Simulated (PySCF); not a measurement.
Labels have come off several samples. The candidates:

A. `C#C[C@@H]1[SiH2]CCO[C@H]1C#N`
B. `O=CN[C@]12C=C[C@@]1([SiH3])C=C2`
C. `C=CC1=C([Si@@H](C#N)OC)C1`

Spectrum 1. 1H NMR (300 MHz, computed): δ 7.85 (d, 1H), 7.26 (d, 2H), 6.66 (d, 2H), 5.26 (br, 1H), 4.33 (s, 3H). 13C{1H} NMR (computed): δ 161.8 (CH), 159.2 (CH), 145.9 (CH), 69.0 (C), 58.9 (C).

Spectrum 2. 1H NMR (300 MHz, computed): δ 5.08 (m, 1H), 4.81 (m, 1H), 4.39 (m, 1H), 4.27 (m, 1H), 4.15 (m, 1H), 2.14 (m, 1H), 1.70 (d, 1H), 1.56 (m, 1H), 0.57 (m, 1H). 13C{1H} NMR (computed): δ 121.6 (C), 87.7 (C), 78.7 (CH), 69.1 (CH), 65.7 (CH2), 19.1 (CH), 8.2 (CH2).

Spectrum 3. 1H NMR (300 MHz, computed): δ 7.34 (m, 1H), 6.33 (m, 1H), 6.09 (m, 1H), 5.37 (s, 1H), 4.04 (s, 3H), 1.23 (m, 1H), 1.11 (m, 1H). 13C{1H} NMR (computed): δ 147.2 (C), 137.7 (CH2), 132.6 (CH), 123.9 (C), 112.6 (C), 53.5 (CH3), 9.7 (CH2).

PySCF 2.14 calculation with GIAO PBE0/pcSseg-1 shieldings and geometry from GFN2-xTB; rapidly exchanging positions averaged, single conformer, no relativistic terms, in vacuum.

References, each an isolated molecule treated in the same way: 1H and 13C vs TMS. Where no couplings were computed, multiplicities follow the n + 1 count of equivalent neighbours, and m marks all less simple cases (inequivalent or close neighbours, rings, F or P nearby). Acid and N–H amide carbonyl carbons lie up to 10 ppm further downfield in solution (hydrogen bonding). Shifts are as computed. Against solution values, carbons near 30 ppm lie about +3 ppm off and those near 130 ppm about +5 ppm. Of 1211 compounds with measured shifts, 218 miss one by over three times the rms of a fit or turn the order of signals round; such compounds aren't used in these exercises. OH and NH positions are gas-phase values without hydrogen bonding to other molecules.

Question: Which spectrum belongs to which compound?

Answer: 1–B, 2–A, 3–C.

- Spectrum 1 (B): 5 13C signals; δC 161.8 is an alkene CH; δC 159.2 is an amide carbonyl carbon.
- Spectrum 2 (A): 7 13C signals; δC 121.6 is a nitrile carbon; δC 87.7 is an alkyne carbon.
- Spectrum 3 (C): 7 13C signals; δC 147.2 is a fully substituted alkene carbon; δC 137.7 is a terminal =CH2 carbon.
